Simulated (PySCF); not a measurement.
Correlation energy of N³⁺ (nitrogen, charge +3)

[He] 2s2, closed-shell 1S. Calculation: PySCF 2.14, in aug-cc-pVDZ; the non-relativistic Hamiltonian (point nucleus). Frozen: 1s2; 2 electrons correlated.

With two correlated electrons CCSD is exact within the correlated space (frozen core and kept virtual orbitals).

```csv
level,correlation energy (mhartree)
CCSD,-84.74
```

Diagnostics: T1 = 0.0066, D1 = 0.0093, largest double amplitude 0.156.

Is a single reference adequate?

Not fully. A double-excitation amplitude exceeds 0.15, a sign of near-degeneracy.
